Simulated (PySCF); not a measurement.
A GIAO shielding run with PySCF (density fitting, non-relativistic, gas phase) on `F[SiH](C/C(C)=C\[C@H](F)Cl)F`, C₅H₈ClF₃Si:

```
$ OMP_NUM_THREADS=1 python probes_run.py task.json out

{"job": {"kind": "nmr", "xc": "PBE0", "basis": "pcSseg-1"}, "charge": 0, "multiplicity": 1}
C     -0.102433     2.087466    -0.023654
C     -0.389429     0.621910    -0.080345
C     -1.406060     0.094538     0.604836
C     -1.780701    -1.342662     0.624088
F     -0.714175    -2.170823     0.835058
Cl    -2.526082    -1.848185    -0.946865
C      0.540844    -0.179282    -0.930445
Si     2.101922    -0.744464    -0.008358
F      2.892840     0.561925     0.484895
F      3.117327    -1.339529    -1.092607
H      0.927689     2.252989     0.285676
H     -0.223907     2.527709    -1.012855
H     -0.767083     2.597762     0.667605
H     -2.053650     0.731605     1.187766
H     -2.517435    -1.575372     1.399084
H      0.030351    -1.054218    -1.330813
H      0.857185     0.431426    -1.780825
H      2.004035    -1.646477     1.106100
```

Hardware: 1 thread of an Arm Neoverse N1, shared host. The job also computes population analyses, field gradients.

(1) How large is the calculation?

(2) How long does it take, and how much memory does it need?

## Answers

(1) 96 electrons, 224 basis functions and 1208 auxiliary functions.

(2) 90 s of wall time, with 14 SCF cycles and 5 response iterations; peak memory 1.1 GiB. Times on a shared host scatter by some tens of per cent.
